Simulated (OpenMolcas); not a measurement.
**Pd VIII: effect of the basis set**

| Property | Result |
| --- | --- |
| Program | OpenMolcas |
| Method | RASSCF |
| Active space | 9 electrons in 8 orbitals (RAS1 4p, at most 2 holes; RAS2 4d) |
| State averaging | 2S+1 = 4 even, 10 roots; 2S+1 = 2 even, 40 roots |
| Spin-orbit coupling | state interaction with AMFI integrals over the reference wave functions, term energies averaged over their components |

A. ANO-R2 [7s5p4d2f1g], X2C, finite nucleus; cost roughly 50 core-seconds
B. ANO-RCC-VTZP [7s6p4d2f1g], DKH2, point nucleus; cost roughly 26 core-seconds
C. ANO-RCC-VQZP [8s7p5d3f2g1h], DKH2, point nucleus; cost about 29 core-seconds

Energies in cm⁻¹ above 4d³ ⁴F_3/2.

```json
{"Level": "4d³ ⁴F_3/2", "A": "0.0", "B": "0.0", "C": "0.0"}
{"Level": "4d³ ⁴F_5/2", "A": "2496", "B": "2525", "C": "2347"}
{"Level": "4d³ ⁴F_7/2", "A": "5383", "B": "5441", "C": "5096"}
{"Level": "4d³ ⁴F_9/2", "A": "8378", "B": "8460", "C": "7983"}
{"Level": "4d³ ⁴P_3/2 [69 %]", "A": "18131", "B": "18159", "C": "18329"}
{"Level": "4d³ ⁴P_1/2", "A": "18777", "B": "18823", "C": "18865"}
{"Level": "4d³ ⁴P_5/2", "A": "22560", "B": "22645", "C": "22445"}
{"Level": "4d³ ²G_7/2", "A": "22737", "B": "22807", "C": "22824"}
{"Level": "4d³ ²G_9/2 [66 %]", "A": "24282", "B": "24358", "C": "24369"}
{"Level": "4d³ ²D_3/2(1) [52 %]", "A": "26306", "B": "26380", "C": "26379"}
{"Level": "4d³ ²P_1/2", "A": "27576", "B": "27661", "C": "27600"}
{"Level": "4d³ ²D_5/2(1)", "A": "32188", "B": "32292", "C": "32187"}
{"Level": "4d³ ²H_9/2 [70 %]", "A": "32481", "B": "32608", "C": "32420"}
{"Level": "4d³ ²H_11/2", "A": "32628", "B": "32740", "C": "32678"}
{"Level": "4d³ ²P_3/2 [55 %]", "A": "34112", "B": "34247", "C": "33936"}
{"Level": "4d³ ²F_7/2", "A": "46258", "B": "46369", "C": "46544"}
{"Level": "4d³ ²F_5/2", "A": "46859", "B": "46969", "C": "47162"}
{"Level": "4d³ ²D_5/2(2)", "A": "67853", "B": "67979", "C": "68414"}
{"Level": "4d³ ²D_3/2(2)", "A": "68836", "B": "68968", "C": "69388"}
```

Among A to C the level of the table that moves most is 4d³ ²D_5/2(2), by 560 cm-1 (lowest in A, highest in C).

Without dynamic correlation excited terms often stand tens of per cent too high (terms of higher spin than the ground term too low), and those without a measured partner can miss by more than the paired ones. Active for correlation alone: 4p; no level in the range computed is led by a configuration that opens it, so any true level of that kind is missing. Only configurations of the active space appear.

A share in square brackets marks a mixed level and gives the weight of the term that names it, the lowest over the columns. A number in round brackets counts repeated terms of one configuration in the order of the reference energies.
